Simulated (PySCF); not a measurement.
# Tellurium: a sound run and one with changed settings

Sound run: Te⁺ [Kr] 4d10 5s2 5p3, Te²⁺ [Kr] 4d10 5s2 5p2. Calculation: PySCF 2.14, in x2c-SVPall; scalar relativity by spin-free X2C-1e. In the sound run the correlated levels freeze [Kr] 4d10. The sound run starts from symmetry-adapted Hartree-Fock orbitals and uses a fine grid where one is needed.

A second run was set up differently.

| species | method | sound run (hartree) | changed run (hartree) | converged |
| --- | --- | --- | --- | --- |
| Te⁺ | MP2 | -6789.88331 | -6789.90551 | yes |
| Te²⁺ | MP2 | -6789.19498 | -6789.21561 | yes |

Ionisation energy of Te⁺:

| method | sound run (eV) | changed run (eV) |
| --- | --- | --- |
| UHF | 18.445 | 18.445 |
| MP2 | 18.730 | 18.773 |
| SCS-MP2 | 18.630 | 18.651 |

(1) What was changed?
A. too few SCF iterations
B. level shift left on
C. a valence shell is frozen
D. all electrons correlated in a valence basis

## Answers

(1) D. A valence basis has no tight correlating functions, so it recovers only part of the core correlation, and not evenly between atom and ion.
